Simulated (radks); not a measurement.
Task: Neutral caesium, [Xe] 6s1. Method: non-relativistic Kohn-Sham, r2SCAN, spin-polarised, spherical densities, point nucleus; meta-GGA in the generalised Kohn-Sham scheme; computed with a radial shooting solver on a logarithmic mesh with Libxc functionals. Every spin shell is full or empty, so the densities are truly spherical. Functionals are evaluated on that one density, not self-consistently. Rank these exchange functionals by their error against the exact value of the orbitals, and give that value: LDA, PBEsol, RPBE, B86b, revTPSS, SCAN, MS2, TASK, MVS.

Result: Exact: -184.064 hartree. From best to worst, with 100 (|E| - |E exact|)/|E exact| (equal figures are ties): B86b -0.04, MVS +0.06, SCAN +0.13, RPBE -0.27, MS2 -0.63, revTPSS -0.95, TASK -2.22, PBEsol -2.22, LDA -4.70.
